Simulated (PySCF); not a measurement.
# How the method changes the constants of ScBr

State: ³Δ (triplet), unpaired electrons σ ↑, δ ↑. Set-up: Sc def2-TZVPP, Br def2-TZVPP; no relativity (PySCF 2.14). De refers to Sc (3d1 4s2) + Br in their high-spin ground configurations, without counterpoise correction. The functionals are run spin-unrestricted. A positive dipole means Sc(−)Br(+).

```csv
Level,Re (Å),ωe (cm⁻¹),De (eV),μ (D),"CPU s a point (SCF and correlation, without the integrals)"
UHF,2.575,284,n/a,-3.89,3.2
UHF-MP2,2.492,302,n/a,n/a,6.5
UHF-SCS-MP2,2.511,297,n/a,n/a,n/a
PBE,2.458,304,4.41,-3.80,3
PBEsol,2.431,313,4.66,-3.66,2.8
TPSS,2.465,303,4.45,-4.07,4.3
r²SCAN,2.463,308,4.61,-4.22,4.1
PBE0,2.470,305,4.29,-3.99,7.4
B97-3,2.491,296,3.92,-3.86,5.2
LC-ωPBE,2.477,306,4.34,-4.06,7.3
B2PLYP,2.487,301,3.97,-3.99,6.9
```

Question: What does the step from GGA to meta-GGA do here, going from PBE to r²SCAN?

Answer: r²SCAN less PBE: +0.5 pm in Re, +1.3 % in ωe, +0.20 eV in De. 

Question: What does second-order correlation do here, going from UHF to UHF-MP2?

Answer: UHF-MP2 less UHF: -8.3 pm in Re, +6.3 % in ωe. Correlation nearly always deepens the well. The bond shortens, as in weak, metallic or heavy-atom bonds, where dispersion and the correlation of outer-core electrons pull the atoms together.

Correlated steps freeze 14 core orbitals. The metal atom is held in its measured ground configuration; semilocal functionals can put another filling of s and d lower by some tenths of an eV, and De to that atom would be smaller. Spin–orbit coupling is left out. B2PLYP dipoles, levels and charges come from its SCF part alone. The state is the lowest single determinant that the PBE0 search found; with open d or f shells the true ground state can be another one.

The whole job (state search and all levels along the bond) took about 8.3 min on 2 threads of Arm Neoverse V1 (shared host), peak memory 4.9 GiB.
